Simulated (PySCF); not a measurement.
## IF₄⁻: from structure and modes to constants

All numbers come from PBE0/[I def2-SVPD with ECP28, F def2-SVPD], scalar-relativistic core potentials, density fitting, no spin–orbit coupling, PySCF.

The singlet minimum has D4h symmetry. Masses (u): I 126.90447, F 18.99840.

```xyz
5
charge -1 multiplicity 1, angstrom
I     0.0000    0.0000    0.0000
F     2.0519    0.0000    0.0000
F    -2.0519    0.0000    0.0000
F     0.0000    2.0519    0.0000
F     0.0000   -2.0519    0.0000
```

Harmonic wavenumbers (cm⁻¹): 139.0 (eu, ×2), 155.3 (b2u, ×1), 192.9 (b2g, ×1), 269.9 (a2u, ×1), 457.4 (b1g, ×1), 490.3 (eu, ×2), 514.5 (a1g, ×1).

Question: Find the principal moments of inertia and the rotational constants. What kind of rotor is it?

Answer: About the centre of mass I = 159.98, 159.98, 319.95 u Å². With B = 16.8576/I this gives 0.1054, 0.1054, 0.05269 cm⁻¹. The molecule is an oblate symmetric top.

Question: What is the harmonic zero-point energy?

Answer: Half the sum of all 9 wavenumbers, 2849/2 = 1424 cm⁻¹, which is 17.0 kJ/mol (1 cm⁻¹ = 0.0119627 kJ/mol).

Question: Find the vibrational entropy and heat capacity at 298.15 K.

Answer: With u = 1.43878 ω/T, each mode gives S = R[u/(eᵘ−1) − ln(1−e⁻ᵘ)] and C = R u² eᵘ/(eᵘ−1)².
| ω (cm⁻¹) | u | S (J/(mol K)) | C (J/(mol K)) |
| --- | --- | --- | --- |
| 139.0 (×2) | 0.671 | 11.79 | 8.01 |
| 155.3 | 0.749 | 10.90 | 7.94 |
| 192.9 | 0.931 | 9.20 | 7.74 |
| 269.9 | 1.302 | 6.68 | 7.23 |
| 457.4 | 2.207 | 3.24 | 5.63 |
| 490.3 (×2) | 2.366 | 2.86 | 5.32 |
| 514.5 | 2.483 | 2.61 | 5.10 |
The sums over all modes are S = 61.9 and C = 60.3 J/(mol K); the softest mode gives 19 % of the entropy (each member, where degenerate).

This need not be the most stable arrangement of these atoms. The lowest empty level of this anion is unbound, so it and the gap depend on the basis.
